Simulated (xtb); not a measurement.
Species: C8H9FSi, SMILES `C=Cc1ccc([SiH3])cc1F` (charge 0, multiplicity 1).

### Question
Give a relaxed geometry from xtb 6.7.1 with GFN2-xTB.

### Answer
This is not unique; one that fits is the end point of this relaxation, one of several conformers (outside a Z-matrix the atoms follow the SMILES, hydrogens last).
Bonded distances (Å): C1–C2 1.328, C1–H11 1.076, C1–H12 1.077, C2–C3 1.457, C2–H13 1.083, C3–C4 1.396, C3–C9 1.397, C4–C5 1.379, C4–H14 1.079, C5–C6 1.393, C5–H15 1.081, C6–Si7 1.888, C6–C8 1.390, Si7–H16 1.463, Si7–H17 1.464, Si7–H18 1.466, C8–C9 1.378, C8–H19 1.080, C9–F10 1.355. Angles (°): C2–C1–H11 121.1, C2–C1–H12 122.9, H11–C1–H12 116.0, C1–C2–C3 126.2, C1–C2–H13 119.2, C3–C2–H13 114.6, C2–C3–C4 124.0, C2–C3–C9 119.9, C4–C3–C9 116.1, C3–C4–C5 121.4, C3–C4–H14 119.2, C5–C4–H14 119.4, C4–C5–C6 121.8, C4–C5–H15 119.2, C6–C5–H15 119.1, C5–C6–Si7 121.6, C5–C6–C8 117.5, Si7–C6–C8 120.9, C6–Si7–H16 108.8, C6–Si7–H17 108.5, C6–Si7–H18 108.9, H16–Si7–H17 110.5, H16–Si7–H18 110.0, H17–Si7–H18 110.0, C6–C8–C9 120.3, C6–C8–H19 120.9, C9–C8–H19 118.8, C3–C9–C8 122.9, C3–C9–F10 119.1, C8–C9–F10 117.9.
